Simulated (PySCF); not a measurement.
**Cr³⁺ (chromium, charge +3): UHF calculation**

Configuration: [Ar] 3d3, high-spin 4F determinant. Computed with PySCF 2.14 in an uncontracted even-tempered set (21 s from 0.054 bohr⁻², ratio 2.5; 14 p from 0.071 bohr⁻², ratio 2.5; 11 d from 0.071 bohr⁻², ratio 2.5; 5 f from 0.49 bohr⁻², ratio 2.7; 5 g from 0.74 bohr⁻², ratio 2.7), with scalar relativity by spin-free X2C-1e.

```json
{"Total energy": "-1047.805055 hartree", "One-electron energy": "-1413.2700 hartree", "Hartree (Coulomb) energy": "412.6304 hartree", "Exchange energy": "-47.1655 hartree", "⟨S²⟩": "3.7526", "⟨L²⟩": "12.032", "Sum of ⟨r⟩": "12.94 bohr", "Sum of ⟨r²⟩": "13.07 bohr²", "Langevin diamagnetic susceptibility": "-10.4 ×10⁻⁶ cm³/mol"}
```

| shell | electrons | mean orbital energy (hartree) | rms radius, mean of both spins (bohr) |
| --- | --- | --- | --- |
| 1s β | 1 | -223.56317 | 0.0734 |
| 1s α | 1 | -223.56194 | 0.0734 |
| 2s α | 1 | -28.16745 | 0.316 |
| 2s β | 1 | -28.08657 | 0.316 |
| 2p α | 3 | -23.80201 | 0.287 |
| 2p β | 3 | -23.72150 | 0.287 |
| 3s α | 1 | -4.96200 | 0.953 |
| 3s β | 1 | -4.70947 | 0.953 |
| 3p α | 3 | -3.68245 | 1.02 |
| 3p β | 3 | -3.37553 | 1.02 |
| 3d α | 3 | -1.84833 | 1.20 |

Densities and radii are taken from the X2C orbitals without a picture-change correction, which distorts them close to the nucleus.

Spin-orbit constants ζ (cm⁻¹) from the X2C one-electron operator on these orbitals: bare nucleus, nucleus screened by l(l+1)(2l+1)/3 electrons, and screened by the Breit-Pauli mean field of the electrons.

```csv
shell,bare,screened nucleus,mean field
2p,49340,45230,43360
3p,5925,5431,5172
3d,551.9,322.0,287.9
```

To first order the Landé constant is A = 95.95 cm⁻¹, so the lowest level has J = 3/2 and lies 0.0714 eV below the centre of the term. This holds in LS coupling only.
